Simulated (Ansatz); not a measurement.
Consider the hydrogenolysis of the Si–N bond: `N[SiH](F)P` + H₂ → `F[SiH2]P` + NH₃.

Isolated molecules relaxed with PBE0-D4/def2-TZVP in Ansatz; ΔE leaves out vibrations. CBS: MP2 limit from def2 TZ/QZ plus the TZ coupled-cluster correction, frozen cores. This one scheme is used for every species. Functionals use def2-TZVPP. Each species was taken in one conformer, which may not be the lowest.

```tsv
level	ΔE (eV)
PBE-D4	0.55
revPBE-D4	0.59
CAM-B3LYP-D4	0.58
B2PLYP	0.54
BHLYP	0.50
HF/def2-TZVPP	0.42
CCSD/def2-TZVPP	0.51
SCS-MP2/def2-QZVPP	0.58
```

Task: What does CCSD(T)/CBS give? (Estimate.)

Result: The calculation gave: +0.57 eV. The listed levels differ from it by -0.02, 0.02, 0.01, -0.03, -0.07, -0.15, -0.06, 0.01 eV.

Largest T1 diagnostic among the species: 0.013.

Leaving LDA and LC-ωPBE aside and taking each functional with its dispersion term where it has one, the values, not all of them listed here, spread over 0.07 eV, from B97M-V to r2SCAN-D4. LDA lies +0.13 eV from PBE without D4. At CCSD(T), def2-SVP lies −0.12 eV from the extrapolated value and def2-TZVPP −0.03 eV.
